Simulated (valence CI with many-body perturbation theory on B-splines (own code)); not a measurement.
# Hg⁴⁹⁺: electric-dipole lines

Method: configuration interaction combined with many-body perturbation theory (CI+MBPT): three valence electrons over a frozen Dirac-Fock core [Ar] 3d10, radial functions for each j: 11 s, 11 p, 9 d, 7 f, 5 g, 2 h, 1 i, with the one-electron correlation potential Σ1 (screened to all orders), the two-electron term Σ2, the three-electron term Σ3, Breit, model QED; selected single and double excitations, second order for the rest (own B-spline code, finite nucleus).

The last digits are not significant, and no measured levels were compared; by estimate large intervals hold to a few tenths of a per cent, small ones and those within an open d or f shell to about a per cent.

Lines 201 to 250 of 272 in falling wavelength, among levels below 755.89 eV, chosen from the strongest by gf and those to the six lowest levels. Wavelengths and rates use the calculated energies. Electric multipoles are in the length gauge, E1 and E2 with the static RPA response of the core. Weak lines are less certain than strong ones. Lines between different terms over intervals too small for the method are left out, as are lines whose strength nearly cancels.

Levels are named by their leading jj configuration (3d3/2^4 stands for four electrons in 3d with j = 3/2), which in mixed levels can hold well under half, so a name can repeat and another be missing. Letters in brackets count levels of one name in rising energy.

| λ vac (nm) | Upper | Lower | A (s⁻¹) | S (a.u.) with core polarisation | S without |
| --- | --- | --- | --- | --- | --- |
| 3.737 | (4s^2 4d3/2) J=3/2 | (4s^2 4p1/2) J=1/2 | 2.04e+12 | 2.11e-01 | 2.23e-01 |
| 3.729 | (4s 4p3/2 4d3/2) J=1/2 [b] | (4s 4p1/2 4p3/2) J=1/2 | 1.50e+12 | 7.68e-02 | 8.13e-02 |
| 3.729 | (4s 4p3/2 4d3/2) J=3/2 [a] | (4s 4p1/2 4p3/2) J=3/2 [a] | 1.27e+12 | 1.30e-01 | 1.37e-01 |
| 3.728 | (4s 4p1/2 4d3/2) J=3/2 [b] | (4s 4p1/2^2) J=1/2 | 2.16e+12 | 2.21e-01 | 2.34e-01 |
| 3.728 | (4s 4p3/2 4d3/2) J=1/2 [a] | (4s 4p1/2 4p3/2) J=3/2 [a] | 1.42e+12 | 7.28e-02 | 7.70e-02 |
| 3.727 | (4s 4p3/2 4d3/2) J=5/2 [a] | (4s 4p1/2 4p3/2) J=3/2 [a] | 7.00e+11 | 1.07e-01 | 1.14e-01 |
| 3.703 | (4s 4p3/2 4d3/2) J=1/2 [b] | (4s 4p1/2 4p3/2) J=3/2 [b] | 9.66e+10 | 4.84e-03 | 5.12e-03 |
| 3.681 | (4s 4p3/2 4d3/2) J=5/2 [b] | (4s 4p1/2 4p3/2) J=3/2 [b] | 1.21e+12 | 1.78e-01 | 1.88e-01 |
| 3.652 | (4s 4p3/2 4d3/2) J=3/2 [b] | (4s 4p1/2 4p3/2) J=5/2 | 3.24e+09 | 3.11e-04 | 3.29e-04 |
| 3.626 | (4s 4p3/2 4d5/2) J=5/2 [a] | (4s 4p1/2 4p3/2) J=3/2 [b] | 7.78e+09 | 1.10e-03 | 1.16e-03 |
| 3.586 | (4s 4p3/2 4d5/2) J=3/2 [a] | (4s 4p1/2 4p3/2) J=1/2 | 1.48e+11 | 1.35e-02 | 1.43e-02 |
| 3.561 | (4s 4p3/2 4d5/2) J=3/2 [a] | (4s 4p1/2 4p3/2) J=3/2 [b] | 1.08e+11 | 9.62e-03 | 1.02e-02 |
| 3.552 | (4s 4p3/2 4d3/2) J=3/2 [b] | (4s 4p1/2 4p3/2) J=3/2 [a] | 6.58e+09 | 5.82e-04 | 6.16e-04 |
| 3.541 | (4s 4p3/2 4d3/2) J=5/2 [b] | (4s 4p1/2 4p3/2) J=5/2 | 2.25e+10 | 2.96e-03 | 3.13e-03 |
| 3.490 | (4s 4p3/2 4d5/2) J=5/2 [a] | (4s 4p1/2 4p3/2) J=5/2 | 1.62e+10 | 2.04e-03 | 2.16e-03 |
| 3.466 | (4s 4p3/2 4d3/2) J=1/2 [b] | (4s 4p1/2 4p3/2) J=3/2 [a] | 2.21e+08 | 9.09e-06 | 9.66e-06 |
| 3.447 | (4s 4p3/2 4d3/2) J=5/2 [b] | (4s 4p1/2 4p3/2) J=3/2 [a] | 2.07e+09 | 2.51e-04 | 2.66e-04 |
| 3.431 | (4s 4p3/2 4d5/2) J=3/2 [a] | (4s 4p1/2 4p3/2) J=5/2 | 1.39e+08 | 1.11e-05 | 1.20e-05 |
| 3.422 | (4s 4p3/2 4d5/2) J=7/2 [a] | (4s 4p1/2 4p3/2) J=5/2 | 1.53e+11 | 2.42e-02 | 2.56e-02 |
| 3.421 | (4s 4p3/2 4d5/2) J=1/2 | (4s 4p1/2 4p3/2) J=3/2 [b] | 4.69e+10 | 1.85e-03 | 1.96e-03 |
| 3.417 | (4s 4p1/2 4d5/2) J=3/2 | (4s 4p1/2^2) J=1/2 | 1.68e+11 | 1.32e-02 | 1.40e-02 |
| 3.399 | (4s 4p3/2 4d5/2) J=5/2 [a] | (4s 4p1/2 4p3/2) J=3/2 [a] | 3.22e+08 | 3.75e-05 | 3.96e-05 |
| 3.381 | (4s 4p3/2 4d5/2) J=3/2 [b] | (4s 4p1/2 4p3/2) J=3/2 [b] | 9.44e+07 | 7.20e-06 | 7.69e-06 |
| 3.346 | (4s 4p3/2 4d5/2) J=5/2 [b] | (4s 4p1/2 4p3/2) J=3/2 [b] | 4.79e+09 | 5.31e-04 | 5.62e-04 |
| 3.342 | (4s 4p3/2 4d5/2) J=3/2 [a] | (4s 4p1/2 4p3/2) J=3/2 [a] | 1.38e+10 | 1.02e-03 | 1.08e-03 |
| 3.331 | (4s 4p3/2 4d5/2) J=7/2 [b] | (4s 4p1/2 4p3/2) J=5/2 | 1.79e+09 | 2.62e-04 | 2.76e-04 |
| 3.263 | (4s 4p3/2 4d5/2) J=3/2 [b] | (4s 4p1/2 4p3/2) J=5/2 | 7.74e+09 | 5.31e-04 | 5.59e-04 |
| 3.230 | (4s 4p3/2 4d5/2) J=5/2 [b] | (4s 4p1/2 4p3/2) J=5/2 | 1.89e+10 | 1.88e-03 | 1.99e-03 |
| 3.218 | (4s 4p3/2 4d5/2) J=1/2 | (4s 4p1/2 4p3/2) J=3/2 [a] | 3.54e+09 | 1.17e-04 | 1.24e-04 |
| 3.183 | (4s 4p3/2 4d5/2) J=3/2 [b] | (4s 4p1/2 4p3/2) J=3/2 [a] | 4.67e+09 | 2.97e-04 | 3.15e-04 |
| 3.151 | (4s 4p3/2 4d5/2) J=5/2 [b] | (4s 4p1/2 4p3/2) J=3/2 [a] | 1.57e+10 | 1.45e-03 | 1.54e-03 |
| 3.078 | (4p1/2^2 4d3/2) J=3/2 | (4s^2 4p3/2) J=3/2 | 3.11e+07 | 1.79e-06 | 1.89e-06 |
| 2.985 | (4p1/2 4p3/2^2) J=3/2 | (4s 4p1/2^2) J=1/2 | 9.98e+09 | 5.24e-04 | 5.54e-04 |
| 2.953 | (4p3/2^3) J=3/2 | (4s 4p1/2 4p3/2) J=3/2 [b] | 5.72e+08 | 2.91e-05 | 3.10e-05 |
| 2.950 | (4s 4p3/2^2) J=1/2 | (4s^2 4p1/2) J=1/2 | 5.88e+09 | 1.49e-04 | 1.57e-04 |
| 2.924 | (4p1/2 4p3/2^2) J=1/2 | (4s 4p1/2^2) J=1/2 | 4.87e+09 | 1.20e-04 | 1.26e-04 |
| 2.923 | (4s 4p3/2^2) J=3/2 | (4s^2 4p1/2) J=1/2 | 1.13e+09 | 5.58e-05 | 5.90e-05 |
| 2.863 | (4p3/2^3) J=3/2 | (4s 4p1/2 4p3/2) J=5/2 | 3.77e+09 | 1.75e-04 | 1.84e-04 |
| 2.812 | (4p1/2^2 4d5/2) J=5/2 | (4s^2 4p3/2) J=3/2 | 2.09e+07 | 1.37e-06 | 1.47e-06 |
| 2.801 | (4p3/2^3) J=3/2 | (4s 4p1/2 4p3/2) J=3/2 [a] | 2.05e+08 | 8.90e-06 | 9.47e-06 |
| 2.660 | (4s 4p3/2 4d3/2) J=3/2 [a] | (4s 4p1/2^2) J=1/2 | 2.78e+08 | 1.03e-05 | 1.09e-05 |
| 2.659 | (4s 4p3/2 4d3/2) J=1/2 [a] | (4s 4p1/2^2) J=1/2 | 6.97e+07 | 1.29e-06 | 1.37e-06 |
| 2.568 | (4s 4p3/2 4d3/2) J=3/2 [b] | (4s 4p1/2^2) J=1/2 | 1.12e+08 | 3.74e-06 | 3.94e-06 |
| 2.523 | (4s 4p3/2 4d3/2) J=1/2 [b] | (4s 4p1/2^2) J=1/2 | 3.78e+07 | 5.99e-07 | 6.46e-07 |
| 2.477 | (4s 4p1/2 4f5/2) J=5/2 [a] | (4s^2 4p3/2) J=3/2 | 2.47e+07 | 1.11e-06 | 1.18e-06 |
| 2.457 | (4s 4p3/2 4d5/2) J=3/2 [a] | (4s 4p1/2^2) J=1/2 | 6.43e+08 | 1.88e-05 | 2.00e-05 |
| 2.422 | (4s 4p1/2 4f5/2) J=5/2 [b] | (4s^2 4p3/2) J=3/2 | 2.27e+08 | 9.54e-06 | 1.01e-05 |
| 2.417 | (4s 4p1/2 4f5/2) J=3/2 | (4s^2 4p3/2) J=3/2 | 4.62e+08 | 1.29e-05 | 1.36e-05 |
| 2.389 | (4s 4p3/2 4d5/2) J=1/2 | (4s 4p1/2^2) J=1/2 | 3.36e+09 | 4.53e-05 | 4.80e-05 |
| 2.375 | (4s 4p1/2 4f7/2) J=5/2 | (4s^2 4p3/2) J=3/2 | 2.69e+08 | 1.07e-05 | 1.13e-05 |
